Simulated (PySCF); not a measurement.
B2Cl3, SMILES Cl[B]B(Cl)Cl, multiplicity 2.

Coordinates come from a B3LYP-D3(BJ)/def2-SVP optimisation. The isomer is the one that the SMILES or the coordinates give; other isomers of the formula were not compared. Other conformers were not sampled.

Two levels are set side by side: PBE/def2-TZVP (PySCF) and ωB97X/def2-TZVP (PySCF). Same geometry, gas phase. Differences are taken from unrounded values.

```
quantity                     ωB97X
---------------------------  -----
α-spin orbital gap (eV)       7.94
β-spin orbital gap (eV)      10.48
dipole moment (D)             2.66
mean polarisability (bohr³)   68.4
```

**Question.** What does PBE give, and how far is it from ωB97X? (Estimate from the structure and the level; the computed values follow.)

**Answer.** 
```
quantity                      PBE  PBE minus ωB97X
---------------------------  ----  ---------------
α-spin orbital gap (eV)      1.46            -6.48
β-spin orbital gap (eV)      3.82            -6.67
dipole moment (D)            2.56            -0.10
mean polarisability (bohr³)  72.6              4.2
```

Loosely held outer electrons make PBE densities more polarisable. Differences between two approximate levels are no errors against the true value.

Rough cost on one machine, each run with all the roots and properties that it gave: ωB97X against PBE within a factor of 2.
